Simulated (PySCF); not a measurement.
## CaTe: energy against distance

Set-up: Ca def2-SVP, Te def2-SVP with ECP28; scalar-relativistic core potentials (PySCF 2.14). Energies in eV from Ca + Te in their ground configurations at the same level. State: ¹Σ⁺ (singlet), closed shell.

All columns are PBE0. A positive dipole means Ca(−)Te(+).

| R (Å) | E (eV) | μ (D) | Mulliken charge on Ca (basis-dependent) | HOMO (eV) | LUMO (eV) | Mayer bond order | ⟨S²⟩ |
| --- | --- | --- | --- | --- | --- | --- | --- |
| 2.284 | -1.565 | -8.80 | 0.56 | -5.15 | -2.01 | 2.27 | 0.00 |
| 2.390 | -2.190 | -9.32 | 0.55 | -4.98 | -2.15 | 2.25 | 0.00 |
| 2.497 | -2.531 | -9.76 | 0.53 | -4.82 | -2.30 | 2.23 | 0.00 |
| 2.576 | -2.650 | -10.04 | 0.52 | -4.72 | -2.40 | 2.22 | 0.00 |
| 2.656 | -2.680 | -10.29 | 0.51 | -4.63 | -2.50 | 2.19 | 0.00 |
| 2.736 | -2.643 | -10.50 | 0.51 | -4.56 | -2.60 | 2.17 | 0.00 |
| 2.842 | -2.518 | -10.73 | 0.50 | -4.48 | -2.73 | 2.12 | 0.00 |
| 2.975 | -2.280 | -10.93 | 0.50 | -4.40 | -2.88 | 2.05 | 0.00 |
| 3.134 | -1.932 | -11.06 | 0.50 | -4.35 | -3.04 | 1.95 | 0.00 |
| 3.347 | -1.439 | -11.07 | 0.50 | -4.34 | -3.23 | 1.79 | 0.00 |

A fit through these points gives, at Re = 2.649 Å, μ = -10.27 D and dμ/dR = -2.91 D/Å; the reduced mass is 30.56 u.

Task: How strong is the fundamental in the double-harmonic approximation, I = 42.26·(dμ/dR)²/μred km/mol?

Result: I = 42.26·(-2.91)²/30.56 = 11.7 km/mol at PBE0.

These are scalar-relativistic numbers at best; spin–orbit coupling would shift them, the dissociation energy most.
